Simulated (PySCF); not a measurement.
SiHF, SMILES F[SiH] (connectivity only; charge and spin as stated), neutral, multiplicity 1. Geometry optimised at PBE0-D3(BJ)/def2-TZVPD. The isomer is the one that the SMILES or the coordinates give; other isomers of the formula were not compared.

TDDFT-CAM-B3LYP/def2-TZVPD in PySCF puts the lowest singlet excitations at 2.93, 5.50, 6.61, 7.56, 7.76, 8.20 eV and the lowest triplet (TDA) at 1.64 eV.

Problem. What are the lowest singlet roots from EOM-CCSD/aug-cc-pVDZ run with PySCF? (Estimate from the structure and the level; the computed values follow.)

Solution. 3.12, 5.75, 6.65, 7.45, 7.68, 7.95 eV; triplets 1.79, 4.67, 6.24 eV. S1 differs by 0.19 eV (second minus first; roots are paired by order, and the bases may differ).
